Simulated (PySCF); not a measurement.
**Scalar relativity in S²⁺ (sulfur, charge +2)**

[Ne] 3s2 3p2, high-spin 3P determinant; PBE calculated with PySCF 2.14 in dyall-av3z, once non-relativistic with a point nucleus and once with spin-free X2C-1e and a Gaussian nucleus.

```tsv
shell	ε non-rel. (eV)	rms r non-rel. (bohr, spins averaged)
1s α	-2424.0	0.1128
1s β	-2423.6	0.1128
2s α	-236.11	0.5241
2s β	-235.77	0.5241
2p α	-182.31	0.4944
2p β	-181.85	0.4944
3s α	-40.172	1.695
3s β	-37.644	1.695
3p α	-28.950	1.892
```

Problem. How does scalar relativity move these shells?

Solution. 1s α: ε -2431.2 eV, radius -0.52 %; 1s β: ε -2430.9 eV, radius -0.52 %; 2s α: ε -237.32 eV, radius -0.41 %; 2s β: ε -236.99 eV, radius -0.41 %; 2p α: ε -182.27 eV, radius -0.11 %; 2p β: ε -181.81 eV, radius -0.11 %; 3s α: ε -40.306 eV, radius -0.29 %; 3s β: ε -37.776 eV, radius -0.29 %; 3p α: ε -28.939 eV, radius -0.02 %.

The total energy goes from -396.7119 to -397.8087 hartree.

Ionisation energy, S²⁺ [Ne] 3s2 3p2 (3P) → S³⁺ [Ne] 3s2 3p1 (2P) (eV):

| method | non-relativistic | spin-free X2C | shift |
| --- | --- | --- | --- |
| UHF | 34.162 | 34.153 | -0.008 |
| MP2 (valence) | 34.643 | 34.636 | -0.008 |
| SCS-MP2 (valence) | 34.547 | 34.539 | -0.008 |
| CCSD (valence) | 34.681 | 34.675 | -0.006 |
| CCSD(T) (valence) | 34.713 | 34.706 | -0.007 |
| LDA | 34.881 | 34.871 | -0.010 |
| PBE | 34.834 | 34.825 | -0.009 |
| PBE0 | 34.876 | 34.867 | -0.009 |
| r2SCAN | 35.031 | 35.022 | -0.008 |

Relativity contracts and stabilises s shells directly. The contracted s shells screen the nucleus better, so for spin-averaged p shells the direct and indirect effects partly cancel.
